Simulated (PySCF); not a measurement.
Can point charges reproduce the dipole moment of `C#C[SiH2]O[Si]1(CCCC1)Cl`?

Coordinates (GFN2-xTB, Å) and charges (e) from the PBE0/pcSseg-1 density (PySCF):

```tsv
atom	x	y	z	Mulliken	IAO	Hirshfeld	ESP-fitted
C1	3.099	2.096	-0.638	-0.1709	-0.1776	-0.0723	-0.3320
C2	3.030	0.958	-0.258	-0.2105	-0.3518	-0.1533	-0.1692
Si3	2.892	-0.797	0.323	+0.8970	+1.0378	+0.4360	+0.6228
O4	1.308	-1.147	0.522	-0.7243	-0.8694	-0.3016	-0.3878
Si5	-0.209	-0.831	0.987	+1.2112	+1.2456	+0.4405	+0.4235
Cl6	-0.381	-1.515	2.880	-0.3294	-0.3141	-0.1318	-0.1942
C7	-1.467	-1.527	-0.256	-0.5612	-0.5747	-0.1686	-0.2496
C8	-2.417	-0.348	-0.499	-0.2348	-0.2489	-0.0694	+0.0418
C9	-1.597	0.941	-0.511	-0.2375	-0.2486	-0.0687	-0.0242
C10	-0.740	0.980	0.760	-0.5740	-0.5789	-0.1709	-0.1300
H11	3.163	3.094	-0.970	+0.0686	+0.2053	+0.1012	+0.3040
H12	3.314	-1.732	-0.716	-0.1137	-0.1309	-0.0689	-0.1032
H13	3.541	-0.940	1.625	-0.1051	-0.1347	-0.0688	-0.0968
H14	-0.975	-1.801	-1.189	+0.1453	+0.1520	+0.0408	+0.0889
H15	-2.019	-2.400	0.085	+0.1458	+0.1531	+0.0374	+0.0622
H16	-2.969	-0.470	-1.432	+0.1264	+0.1368	+0.0391	-0.0060
H17	-3.142	-0.299	0.317	+0.1188	+0.1283	+0.0364	+0.0245
H18	-0.941	0.935	-1.384	+0.1174	+0.1285	+0.0359	+0.0391
H19	-2.247	1.815	-0.581	+0.1256	+0.1369	+0.0393	+0.0017
H20	-1.343	1.329	1.598	+0.1461	+0.1501	+0.0358	+0.0417
H21	0.089	1.676	0.647	+0.1591	+0.1551	+0.0321	+0.0427
```

Task: What dipole does each set of charges give (1 e·Å = 4.803 D), and what does the density give?

Result: The full density gives (0.24, 1.48, -1.64) D, 2.22 D in size; dipole vectors point from the negative to the positive end.

| scheme | μx | μy | μz | size (D) | share of the full size (%) | angle to the full dipole (°) |
| --- | --- | --- | --- | --- | --- | --- |
| Mulliken | 1.23 | -0.96 | -0.43 | 1.61 | 73 | 96 |
| IAO | 1.12 | 0.66 | -0.94 | 1.60 | 72 | 39 |
| Hirshfeld | 0.59 | 0.45 | -0.66 | 0.99 | 45 | 31 |
| ESP-fitted | 0.24 | 1.50 | -1.70 | 2.28 | 103 | 1 |

Task: Which set comes closest?

Result: Length of the difference vector: ESP-fitted 0.06 D, IAO 1.39 D, Hirshfeld 1.46 D, Mulliken 2.89 D. Closest: ESP-fitted. ESP charges are fitted to the potential around the molecule, whose slowest-falling term is the dipole's. 

Task: What is left for the Hirshfeld atoms' own dipoles?

Result: The shares of the density sum to the whole, so what Σ q r misses lies in dipoles about the nuclei. The atomic dipoles sum to (0.24, 1.48, -1.64) − (0.59, 0.45, -0.66) = (-0.35, 1.03, -0.98) D, 1.46 D in size.

Task: With the origin at the mean of the coordinates, (0.000, 0.001, 0.062) Å, which are the largest single terms, by size, of the Mulliken dipole along the direction of the full one?

Result: Si5 -7.33, Cl6 +4.95, O4 +3.34, C7 +2.54, C1 -1.85 D; all 21 atoms together -0.18 D. The single terms depend on the origin, their sum doesn't.

Task: Give the size of the full dipole in other units.

Result: 2.22 D = 0.873 au = 0.462 e·Å = 7.40 × 10⁻³⁰ C·m.

Isolated species at its GFN2-xTB geometry (one conformer only).
